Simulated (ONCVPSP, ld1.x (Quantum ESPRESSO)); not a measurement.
## Potentials for S (Z = 16) compared

Generated with ld1.x 7.5 (TM, RRKJ, ultrasoft, PAW), atompaw 4.2 or ONCVPSP 4.0.1. The cutoff is in Ry: for ld1.x and atompaw files where the sum of valence levels is converged to 10 mRy in a Bessel basis, for ONCV files where the hardest occupied wave has 1 mHa per electron of residual kinetic energy. The error is the largest all-electron minus pseudo excitation energy over each file’s own four to seven test configurations (ionisations up to +4, promotions, holes and added fractions of an electron), all of which were solved. The labels leave out finer settings (local radius, basis sizes, second energies), which also bear on the numbers. Spin-polarised tests are not counted. The rows are a selection from randomly drawn settings: files with unsolved tests, undetermined cutoffs or missed reference levels are left out.

| potential | cutoff (Ry) | largest error (meV) | bound ghosts |
| --- | --- | --- | --- |
| TM, revPBE, scalar-relativistic, rc 1.10/1.75/1.65 (spd), local s, core correction yes, reference 3s2 3p4 | 60 | +212 | none |
| ONCV, PBE, scalar-relativistic, rc 1.20/1.75/1.60 (spd), local s, core correction yes, reference 3s1.5 3p4.5, qcut 5.6/4.4/6.2, projectors 0/2/2 | 26 | +51 | none |
| TM, PBE, non-relativistic, rc 1.00/1.80/1.65 (spd), local d, core correction yes, reference 3s2 3p4 | 80 | +400 | none |
| TM, PBE, scalar-relativistic, rc 1.30/1.10/1.00 (spd), local p, core correction yes, reference 3s1.75 3p4.25 | 90 | +145 | none |
| ultrasoft, PBEsol, non-relativistic, rc 1.65/1.55 (sp), local smoothed, core correction no, reference 3s2 3p4 | 18 | +85 | none |
| ONCV, Wu-Cohen, scalar-relativistic, rc 0.95/0.90/0.90 (spd), local d, core correction yes, reference 2s2 2p6 3s2 3p4, qcut 13.9/14.9/11.9, projectors 3/2/0 | 193 | +12 | none |
| ONCV, LDA (Perdew-Zunger), scalar-relativistic, rc 0.85/0.80/0.75 (spd), local smoothed, core correction yes, reference 2s2 2p6 3s2 3p4, qcut 11.4/20.6/11.2, projectors 2/2/2 | 299 | +10 | none |

**Question.** Fill in the row for S: RRKJ, PBE, scalar-relativistic, rc 1.30/1.55 (sp), local smoothed, core correction yes, reference 3s2 3p4.

**Answer.** cutoff 40 Ry, largest error +110 meV, bound ghosts: none.
